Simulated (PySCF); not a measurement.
sulfur trioxide (O3S), SMILES O=S(=O)=O.

Geometry optimised at ωB97X-D3(BJ)/def2-TZVP.

All values below come from TDA-PBE/def2-SVPD in PySCF 2.14.0.

Vertical excitations; the highest root listed may be one member of a degenerate set.  State labels are in the subgroup C2v.

### Question
List the lowest excited states. (An estimate is asked for; the answer gives what the named calculation found.)

### Answer

```tsv
state	symmetry	energy (eV)	λ (nm)	f	main pairs
S1	A2	4.93	251	0.000	HOMO→LUMO 100 %
S2	B1	5.01	248	0.000	HOMO→LUMO+1 100 %
S3	A2	6.62	187	0.000	HOMO−1→LUMO+1 (degenerate set)
S4	B2	6.62	187	0.000	HOMO−2→LUMO+1 (degenerate set)
S5	A2	7.06	176	0.000	HOMO−3→LUMO (degenerate set)
S6	B2	7.06	176	0.000	HOMO−4→LUMO (degenerate set)
S7	A1	7.09	175	0.002	HOMO−4→LUMO+1, HOMO−2→LUMO (degenerate set)
S8	B1	7.09	175	0.002	HOMO−3→LUMO+1, HOMO−1→LUMO (degenerate set)
S9	B1	8.33	149	0.139	HOMO−1→LUMO, HOMO−3→LUMO+1, HOMO−6→LUMO+1, HOMO→LUMO+5 (degenerate set)
S10	A1	8.33	149	0.139	HOMO−2→LUMO, HOMO−4→LUMO+1, HOMO−5→LUMO+1, HOMO→LUMO+4 (degenerate set)
T1	A2	4.48	277	0	HOMO→LUMO 100 %
T2	B1	4.61	269	0	HOMO→LUMO+1 100 %
T3	A1	5.74	216	0	HOMO−2→LUMO (degenerate set)
T4	B1	5.74	216	0	HOMO−1→LUMO (degenerate set)
```
Triplets are in the Tamm–Dancoff approximation.
